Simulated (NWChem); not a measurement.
System: Si$_{2}$H$_{5}$OF; SMILES O[Si@H](F)[SiH3]

Here is an NWChem input.

```
start job
memory heap 200 mb stack 900 mb global 1100 mb
geometry units angstroms noautosym nocenter noautoz
  O     -1.396912    -1.104749     0.362934
  Si     0.012660    -0.559266    -0.309712
  F      1.284923    -1.268842     0.421509
  Si     0.100868     1.741526     0.090512
  H     -1.647537    -2.020875     0.207082
  H      0.114405    -0.955663    -1.745896
  H     -1.033787     2.419120    -0.607822
  H      1.387645     2.294974    -0.431070
  H      0.010825     2.006472     1.557612
end
basis spherical
  * library def2-svpd
end
dft
  xc b3lyp
  iterations 150
end
property
  response 1 0.0773
end
task dft property
```

Parts of the log:

```
             Northwest Computational Chemistry Package (NWChem) 7.3.0
             --------------------------------------------------------

                             Geometry "geometry" -> ""
                             -------------------------

 Output coordinates in angstroms (scale by  1.889725989 to convert to a.u.)

  No.       Tag          Charge          X              Y              Z
 ---- ---------------- ---------- -------------- -------------- --------------
    1 O                    8.0000    -1.39691200    -1.10474900     0.36293400
    2 Si                  14.0000     0.01266000    -0.55926600    -0.30971200
    3 F                    9.0000     1.28492300    -1.26884200     0.42150900
    4 Si                  14.0000     0.10086800     1.74152600     0.09051200
    5 H                    1.0000    -1.64753700    -2.02087500     0.20708200
    6 H                    1.0000     0.11440500    -0.95566300    -1.74589600
    7 H                    1.0000    -1.03378700     2.41912000    -0.60782200
    8 H                    1.0000     1.38764500     2.29497400    -0.43107000
    9 H                    1.0000     0.01082500     2.00647200     1.55761200

 Effective nuclear repulsion energy (a.u.)     226.3252846509

                              NWChem Property Module
                              ----------------------

                                 NWChem DFT Module
                                 -----------------

 Summary of "ao basis" -> "ao basis" (spherical)
 ------------------------------------------------------------------------------
       Tag                 Description            Shells   Functions and Types
 ---------------- ------------------------------  ------  ---------------------
 O                         def2-svpd                 9       23   4s3p2d
 Si                        def2-svpd                10       24   5s3p2d
 F                         def2-svpd                 9       23   4s3p2d
 H                         def2-svpd                 4        8   2s2p

            General Information
            -------------------
          SCF calculation type: DFT
          Wavefunction type:  closed shell.
          No. of atoms     :     9
          No. of electrons :    50
           Alpha electrons :    25
            Beta electrons :    25
          Charge           :     0
          Spin multiplicity:     1
          Use of symmetry is: off; symmetry adaption is: off
          Maximum number of iterations: 150
          AO basis - number of functions:   134
                     number of shells:    58
          Convergence on energy requested:  1.00D-06
          Convergence on density requested:  1.00D-05
          Convergence on gradient requested:  5.00D-04

              XC Information
              --------------
                         B3LYP Method XC Potential
                     Hartree-Fock (Exact) Exchange  0.200
                        Slater Exchange Functional  0.800 local
                    Becke 1988 Exchange Functional  0.720 non-local
              Lee-Yang-Parr Correlation Functional  0.810
                  VWN I RPA Correlation Functional  0.190 local

             Grid Information
             ----------------
          Grid used for XC integration:  medium
          Radial quadrature: Mura-Knowles
          Angular quadrature: Lebedev.
          Tag              B.-S. Rad. Rad. Pts. Rad. Cut. Ang. Pts.
          ---              ---------- --------- --------- ---------
          O                   0.60       49          12.0       434
          Si                  1.10       88          11.0       590
          F                   0.50       49          12.0       434
          H                   0.35       45          13.0       434
          Grid pruning is: on
          Number of quadrature shells:   499
          Spatial weights used:  Erf1

      Superposition of Atomic Density Guess
      -------------------------------------

 Sum of atomic energies:        -753.96565687

      Non-variational initial energy
      ------------------------------

 Total energy =    -754.996726
 1-e energy   =   -1495.875876
 2-e energy   =     514.553866
 HOMO         =      -0.319258
 LUMO         =       0.022747

   convergence    iter        energy       DeltaE   RMS-Dens  Diis-err
 ---------------- ----- ----------------- --------- --------- ---------
 d= 0,ls=0.0,diis     1   -756.8032058754 -9.83D+02  1.41D-02  8.03D-01
 d= 0,ls=0.0,diis     2   -756.7292802612  7.39D-02  6.29D-03  1.83D+00
 d= 0,ls=0.0,diis     3   -756.8940998493 -1.65D-01  1.02D-03  2.04D-02
 d= 0,ls=0.0,diis     4   -756.8958247333 -1.72D-03  3.63D-04  1.10D-03
 d= 0,ls=0.0,diis     5   -756.8959601946 -1.35D-04  7.78D-05  1.34D-04
  Resetting Diis
 d= 0,ls=0.0,diis     6   -756.8959724716 -1.23D-05  2.75D-05  2.67D-05
 d= 0,ls=0.0,diis     7   -756.8959748042 -2.33D-06  1.33D-05  6.61D-07
 d= 0,ls=0.0,diis     8   -756.8959747940  1.01D-08  6.00D-06  9.05D-07

         Total DFT energy =     -756.895974794018
      One electron energy =    -1498.685753189456
           Coulomb energy =      578.278743897680
    Exchange-Corr. energy =      -62.814250153121
 Nuclear repulsion energy =      226.325284650880

 Numeric. integr. density =       50.000001746430

[...]

 DFT Linear Response polarizability / au
 Frequency  =       0.0773000 / au
 Wavelength =     589.4353558 / nm
              X              Y              Z
 -----------------------------------------------
 X      57.8725879      2.4224874     -0.8715811
 Y       2.4224822     72.9830497      3.5265603
 Z      -0.8715607      3.5265627     58.4149884
 -----------------------------------------------
 Eigenvalues =      56.2148472     74.0834540     58.9723247
 Isotropic   =      63.0902087
 Anisotropic =      16.6618879
 -----------------------------------------------

 Magnetic Dipole Response Matrix (nonzero elements):
```

Level: B3LYP/def2-SVPD. Geometry: optimised at PBE0/def2-SVP.
